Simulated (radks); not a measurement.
Values are calculated unless marked as measured or tabulated.
The magnesium ion Mg+ inside a hard spherical wall (all orbitals vanish at R), configuration held at [Ne] 3s1 and not refilled when levels cross. Code: a radial shooting solver on a logarithmic mesh with Libxc functionals. Model: non-relativistic Kohn-Sham, r2SCAN, spin-unpolarised, spherical densities, point nucleus; meta-GGA in the generalised Kohn-Sham scheme. Eigenvalues in eV, with the zero of energy where the potential of the charges vanishes at infinity; a dash marks a level that is unbound or too diffuse for the functional's potential to be trusted. A positive occupied level is held by the wall or, in an anion where self-interaction has pushed it up, behind a barrier. The pressure on the wall is -dE/dV.

R (bohr),E (hartree),kinetic (hartree),e(1s),e(2s),e(2p),e(3s),"e(3p, empty)","e(4s, empty)",pressure (GPa)
free,-199.75068,199.412,-1275.6,-91.774,-57.218,-11.285,-6.764,-,0
10,-199.75065,199.413,-1275.6,-91.771,-57.214,-11.283,-6.754,-0.867,0.000995
8,-199.75010,199.418,-1275.6,-91.727,-57.171,-11.249,-6.654,0.652,0.0314
6,-199.74087,199.480,-1275.2,-91.334,-56.780,-10.841,-5.811,6.660,0.855
5,-199.71434,199.607,-1274.5,-90.672,-56.123,-9.871,-4.178,14.980,4.37
4,-199.62044,199.944,-1273.0,-89.322,-54.786,-6.820,0.211,33.475,24.5
3,-199.25569,201.020,-1269.5,-86.523,-51.991,4.006,13.526,81.171,183
2,-197.16606,207.083,-1254.7,-76.733,-41.467,56.882,67.816,249.44,3010
1.5,-191.74798,222.175,-1222.4,-55.614,-18.476,164.91,166.07,527.83,21400
